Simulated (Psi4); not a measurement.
Psi4 input (wB97X-D/6-311+G**):

```
memory 1500 MB

molecule {
1 1
F    -1.18261100   -0.45587400    0.19349100
S    -0.00851800    0.42106900   -0.24933400
F     1.19770600   -0.43039300    0.15520500
H     0.00042300    1.23930000    0.85108000
symmetry c1
no_reorient
no_com
}

set {
  basis 6-311+G**
  reference rks
  scf_type pk
  dft_radial_points 99
  dft_spherical_points 590
  e_convergence 1e-8
  d_convergence 1e-7
  maxiter 150
}

e = energy('wb97x-d')
print_out(f'\nFINAL {e:.10f} DIPOLE {variable("CURRENT DIPOLE")[0]:.6f} {variable("CURRENT DIPOLE")[1]:.6f} {variable("CURRENT DIPOLE")[2]:.6f}\n')
```

Output:

```
   => Loading Basis Set <=

    Name: 6-311+G**
    Role: ORBITAL
    Keyword: BASIS
    atoms 1, 3 entry F          line   192 file 6-311pgss.gbs
    atoms 2    entry S          line   429 file 6-311pgss.gbs
    atoms 4    entry H          line    42 file 6-311pgss.gbs

   => WB97X-D: Empirical Dispersion <=

    Chai and Head-Gordon Dispersion Correction
    Chai, J.-D.; Head-Gordon, M. (2010), J. Chem. Phys., 132: 6615-6620

        s6 =       1.000000

         ---------------------------------------------------------
                                   SCF
               by Justin Turney, Rob Parrish, Andy Simmonett
                          and Daniel G. A. Smith
                              RKS Reference
         ---------------------------------------------------------

  ==> Geometry <==

    Molecular point group: c1
    Full point group: C1

    Geometry (in Angstrom), charge = 1, multiplicity = 1:

       Center              X                  Y                   Z               Mass
    ------------   -----------------  -----------------  -----------------  -----------------
         F           -1.182611000000    -0.455874000000     0.193491000000    18.998403162730
         S           -0.008518000000     0.421069000000    -0.249334000000    31.972071174400
         F            1.197706000000    -0.430393000000     0.155205000000    18.998403162730
         H            0.000423000000     1.239300000000     0.851080000000     1.007825032230

  Running in c1 symmetry.

  Rotational constants: A =      0.90853  B =      0.30320  C =      0.23864 [cm^-1]
  Rotational constants: A =  27236.89598  B =   9089.83212  C =   7154.28226 [MHz]
  Nuclear repulsion =  128.121425133349646

  Charge       = 1
  Multiplicity = 1
  Electrons    = 34
  Nalpha       = 17
  Nbeta        = 17

  ==> Algorithm <==

  SCF Algorithm Type is PK.
  DIIS enabled.
  MOM disabled.
  Fractional occupation disabled.
  Guess Type is SAD.
  Energy threshold   = 1.00e-08
  Density threshold  = 1.00e-07
  Integral threshold = 1.00e-12

  ==> Primary Basis <==

  Basis Set: 6-311+G**
    Blend: 6-311+G**
    Number of shells: 38
    Number of basis functions: 80
    Number of Cartesian functions: 83
    Spherical Harmonics?: true
    Max angular momentum: 2

  ==> DFT Potential <==

   => LibXC <=

    Version 7.1.2
    S. Lehtola, C. Steigemann, M. J. T. Oliveira, and M. A. L. Marques,  SoftwareX 7, 1–5 (2018) (10.1016/j.softx.2017.11.002)

   => Composite Functional: WB97X-D <=

    wB97X-D Hyb-GGA Exchange-Correlation Functional

    J.-D. Chai and M. Head-Gordon,  Phys. Chem. Chem. Phys. 10, 6615–6620 (2008) (10.1039/B810189B)

    Deriv               =              1
    GGA                 =           TRUE
    Meta                =          FALSE

    Exchange Hybrid     =           TRUE
    MP2 Hybrid          =          FALSE

   => Exchange-Correlation Functionals <=

    1.0000   wB97X-D range-separated functional

   => Exact (HF) Exchange <=

    0.7780            HF,LR [omega = 0.2000]
    0.2220               HF

   => LibXC Density Thresholds  <==

    XC_HYB_GGA_XC_WB97X_D:  1.00E-14

   => Molecular Quadrature <=

    Radial Scheme          =       TREUTLER
    Pruning Scheme         =           NONE
    Nuclear Scheme         =       TREUTLER

    Blocking Scheme        =         OCTREE
    BS radius alpha        =              1
    Pruning alpha          =              1
    Radial Points          =             99
    Spherical Points       =            590
    Total Points           =         227495
    Total Blocks           =           1697
    Max Points             =            256
    Max Functions          =             79
    Weights Tolerance      =       1.00E-15

  ==> Integral Setup <==

  Using in-core PK algorithm.
   Calculation information:
      Number of atoms:                   4
      Number of AO shells:              38
      Number of primitives:             69
      Number of atomic orbitals:        83
      Number of basis functions:        80

      Integral cutoff                 1.00e-12
      Number of threads:                 1

  Performing in-core PK
  Using 15751260 doubles for integral storage.
  We computed 252329 shell quartets total.
  Whereas there are 274911 unique shell quartets.

  Computing range-separated integrals for PK
  We computed 252329 wK shell quartets total.
  Whereas there are 274911 wK unique shell quartets.

  ==> DiskJK: Disk-Based J/K Matrices <==

    J tasked:                  Yes
    K tasked:                  Yes
    wK tasked:                 Yes
    Omega:               2.000E-01
    Schwarz Cutoff:          1E-12


  Cached 100.0% of DFT collocation blocks in 0.405 [GiB].

  Minimum eigenvalue in the overlap matrix is 4.1545596821E-03.
  Reciprocal condition number of the overlap matrix is 6.8432073159E-04.
    Using symmetric orthogonalization.

  ==> Pre-Iterations <==

  SCF Guess: Superposition of Atomic Densities via on-the-fly atomic UHF (no occupation information).

   -------------------------
    Irrep   Nso     Nmo
   -------------------------
     A         80      80
   -------------------------
    Total      80      80
   -------------------------

  ==> Iterations <==

                        Total Energy        Delta E     RMS |[F,P]|

   @RKS iter SAD:  -598.51036800465704   -5.98510e+02   0.00000e+00
   @RKS iter   1:  -597.97282272900134    5.37545e-01   6.37534e-03 DIIS/ADIIS
   @RKS iter   2:  -597.98691988338840   -1.40972e-02   6.43188e-03 DIIS/ADIIS
   @RKS iter   3:  -598.06284351704869   -7.59236e-02   1.27527e-03 DIIS/ADIIS
   @RKS iter   4:  -598.06527854781325   -2.43503e-03   1.11728e-04 DIIS/ADIIS
   @RKS iter   5:  -598.06531763213218   -3.90843e-05   4.45098e-05 DIIS
   @RKS iter   6:  -598.06532141185448   -3.77972e-06   3.98486e-06 DIIS
   @RKS iter   7:  -598.06532150558235   -9.37279e-08   7.97702e-07 DIIS
   @RKS iter   8:  -598.06532151059002   -5.00768e-09   1.37882e-07 DIIS
   @RKS iter   9:  -598.06532151078579   -1.95769e-10   3.17655e-08 DIIS
  Energy and wave function converged.

  ==> Post-Iterations <==

   Electrons on quadrature grid:
      Ntotal   =   33.9999988061 ; deviation = -1.194e-06

    Orbital Energies [Eh]
    ---------------------

    Doubly Occupied:

       1A    -89.542800     2A    -25.163720     3A    -25.163717
       4A     -8.568338     5A     -6.519131     6A     -6.514944
       7A     -6.506045     8A     -1.718963     9A     -1.663327
      10A     -1.188986    11A     -0.978613    12A     -0.978143
      13A     -0.933930    14A     -0.859443    15A     -0.847544
      16A     -0.839579    17A     -0.736219

    Virtual:

      18A     -0.276572    19A     -0.262995    20A     -0.168695
      21A     -0.080904    22A     -0.058203    23A     -0.053897
      24A     -0.052533    25A      0.074670    26A      0.091653
      27A      0.092337    28A      0.099103    29A      0.120482
      30A      0.144917    31A      0.168534    32A      0.169461
      33A      0.192477    34A      0.210478    35A      0.219762
      36A      0.289108    37A      0.402806    38A      0.421573
      39A      0.449702    40A      0.634878    41A      0.712604
      42A      0.726005    43A      1.084636    44A      1.088120
      45A      1.123509    46A      1.137173    47A      1.196454
      48A      1.196902    49A      1.214918    50A      1.219730
      51A      1.388312    52A      1.492790    53A      1.537332
      54A      1.712266    55A      1.731339    56A      1.836626
      57A      2.368693    58A      3.514954    59A      3.521650
      60A      3.525453    61A      3.531894    62A      3.533181
      63A      3.549617    64A      3.633033    65A      3.669360
      66A      3.862211    67A      4.046212    68A      5.990277
      69A      6.044195    70A      6.064001    71A      6.075749
      72A      6.088098    73A      6.188379    74A      7.726171
      75A     16.979186    76A     17.016358    77A     17.028148
      78A     66.558122    79A     66.558524    80A    188.911205

    Final Occupation by Irrep:
              A
    DOCC [    17 ]
    NA   [    17 ]
    NB   [    17 ]

  @RKS Final Energy:  -598.06532151078579

   => Energetics <=

    Nuclear Repulsion Energy =            128.1214251333496463
    One-Electron Energy =               -1071.7777272611506305
    Two-Electron Energy =                 379.2996514876941774
    DFT Exchange-Correlation Energy =     -33.7083734632767857
    Empirical Dispersion Energy =          -0.0002974074023219
    VV10 Nonlocal Energy =                  0.0000000000000000
    Total Energy =                       -598.0653215107857932

Computation Completed

Properties will be evaluated at   0.000000,   0.000000,   0.000000 [a0]

Properties computed using the SCF density matrix

 Multipole Moments:

 ------------------------------------------------------------------------------------
     Multipole            Electronic (a.u.)      Nuclear  (a.u.)        Total (a.u.)
 ------------------------------------------------------------------------------------

 L = 1.  Multiply by 2.5417464519 to convert [e a0] to [Debye]
 Dipole X            :         -0.0136542           -0.0000189           -0.0136731
 Dipole Y            :          1.2709578            0.0000019            1.2709597
 Dipole Z            :         -0.0041862           -0.0000000           -0.0041862
 Magnitude           :                                                    1.2710402

 ------------------------------------------------------------------------------------

FINAL -598.0653215108 DIPOLE -0.013673 1.270960 -0.004186

*** Psi4 exiting successfully. Buy a developer a beer!
```

The dipole moment of an ion depends on the origin.

The geometry given is a B3LYP-D3(BJ)/def2-TZVP minimum.
